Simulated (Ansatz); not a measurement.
**Worked example: GaH2F + BH(CH3)I → GaH2I + BH(CH3)F**

Species: GaH2F `[F][GaH2]`, singlet; BH(CH3)I, singlet; GaH2I `[GaH2][I]`, singlet; BH(CH3)F, singlet. The partners trade F for I: Ga–F and B–I bonds give way to Ga–I and B–F.

Shapes, held fixed at every level: PBE0-D4/def2-TZVP. Programs: Ansatz 0.2.0. The zero-point and thermal change to 298 K, harmonic and unscaled (PBE0-D4/def2-TZVP), is +3.0 kJ/mol.

At CCSD(T)/def2-TZVPP; 1 Eh = 2625.50 kJ/mol:

```
 species   energy (Eh)
   GaH2F  -2024.431262
BH(CH3)I   -362.386138
   GaH2I  -2221.839470
BH(CH3)F   -165.020949
```

Q: Work out ΔH(298 K) of the reaction at this level.

A: 
1. Products less reactants: (-2221.839470) + (-165.020949) − [(-2024.431262) + (-362.386138)] = -0.043019 Eh = -112.9 kJ/mol.
2. With the thermal change: -112.9 + (+3.0) = -109.9 kJ/mol.

Other levels give -124.8 (BHLYP-D4/def2-TZVPP) to -106.8 kJ/mol (MP2/def2-TZVPP). No measured value is set beside it here. For atoms past krypton def2 sets carry core potentials with scalar relativity. Relativity is left out for Ga. Outer-core shells of Ga, I are correlated, in sets that cover them unevenly.
